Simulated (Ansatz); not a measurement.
Consider the redistribution: `[SiH3]NBS` + `C[O][AlH][Cl]` → `SB[O][AlH][Cl]` + `CN[SiH3]`.

Gas-phase electronic energies from Ansatz, PBE0-D4/def2-TZVP geometries. CBS: MP2 limit from def2 TZ/QZ plus the TZ coupled-cluster correction, frozen cores. Functionals use def2-TZVPP. Each species was taken in one conformer, which may not be the lowest.

| level | ΔE (kJ/mol) |
| --- | --- |
| r2SCAN0 | -28.1 |
| HF/CBS(def2) | -34.8 |

Q: What does CCSD(T)/CBS give? (An estimate is asked.)

A: Computed: -27.2 kJ/mol. The listed levels differ from it by -0.9, -7.6 kJ/mol.

Largest T1 diagnostic among the species: 0.013.

Leaving LDA and LC-ωPBE aside and taking each functional with its dispersion term where it has one, the values, not all of them listed here, spread over 6.7 kJ/mol, from B97M-V to PBE-D4. In def2-TZVPP, CCSD(T) changes the Hartree–Fock value by +8.1 kJ/mol (the triples alone add +1.5 kJ/mol) and MP2 by +7.4 kJ/mol. From BLYP to BHLYP (50 % exact exchange), in def2-TZVPP and without D4, ΔE moves by −4.3 kJ/mol.
